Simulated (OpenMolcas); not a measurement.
Se II: Slater's ratio, worked from levels

```yaml
Program: OpenMolcas
Basis: ANO-R2 [6s6p4d3f1g]
Scalar_Hamiltonian: X2C, finite nucleus
Active_space: 3 electrons in 3 orbitals (4p)
State_averaging: 2S+1 = 4 odd, 1 root; 2S+1 = 2 odd, 8 roots
Spin-orbit_coupling: RASSI with atomic mean-field integrals over the reference wave functions, term energies averaged over their components
```

Methods: CASSCF; SS-CASPT2, IPEA 0.25 Eh, imaginary shift 0.1 Eh (closed shells correlated: 3d 4s). Measured levels: NIST Handbook of Basic Atomic Spectroscopic Data.

**Slater's ratio.** With one set of orbitals, p3 has 2D* - 4S* = 9 F2 and 2P* - 2D* = 6 F2 (F2 = F²/25), a ratio of 2/3. Term energies are centres of gravity, weighted by 2J + 1.

```json
{"Source": "CASSCF", "2D* - 4S*": "17741", "2P* - 4S*": "29946", "F2 from the first": "1971", "Ratio": "0.688"}
{"Source": "SS-CASPT2", "2D* - 4S*": "14416", "2P* - 4S*": "25077", "F2 from the first": "1602", "Ratio": "0.740"}
{"Source": "measured", "2D* - 4S*": "13538", "2P* - 4S*": "23609", "F2 from the first": "1504", "Ratio": "0.744"}
```

Energies in cm-1. A ratio away from 2/3 shows effects beyond one configuration with one set of orbitals, and in heavier atoms second-order spin-orbit shifts.

CASPT2 does not keep the components of a term degenerate, so their means are used; among the terms shown or strongly mixed into the levels shown the widest spread is 180 cm-1 (4s2 4p3 2D*, SS-CASPT2). With the s shell closed, the reference lacks s² → p² mixing. Without dynamic correlation excited terms often stand tens of per cent too high (terms of higher spin than the ground term too low), and those without a measured partner can miss by more than the paired ones (holds for CASSCF). Computed and measured levels are paired by configuration, term and J; levels that our copy of the source lacks, or whose pairing is in doubt (as where it misses far off the trend of its configuration), stay unpaired and out of the deviations. Only configurations of the active space appear.

* marks odd parity.
